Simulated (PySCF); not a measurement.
Fractional electron number in Mn (manganese, neutral)

The 4s beta orbital of [Ar] 3d5 4s2 is emptied in steps (occupation f), with all orbitals relaxed, ending at [Ar] 3d5 4s1. Calculation: PySCF 2.14, in aug-pcseg-2 (7s5p4d3f2g, 81 functions); no relativity, point nucleus. The exact energy is a straight line in f; departures are measured from the line between the end points of the same method.

| f | r2SCAN0 (eV) |
| --- | --- |
| 1 | 0.000 |
| 0.75 | -0.318 |
| 0.5 | -0.403 |
| 0.25 | -0.272 |
| 0 | 0.000 |

```csv
method,E(f=0) − E(f=1) (eV),−ε at f=1 (eV),−ε at f=0.5 (eV)
r2SCAN0,6.888,5.141,7.008
```

Orbital energy along the path (eV):

```
   f  r2SCAN0
   1   -5.141
0.75   -6.085
 0.5   -7.008
0.25   -7.783
   0   -7.788
```

Reference removal energy between the ground levels: 7.434 eV (measured; NIST Atomic Spectra Database, ionization energies).
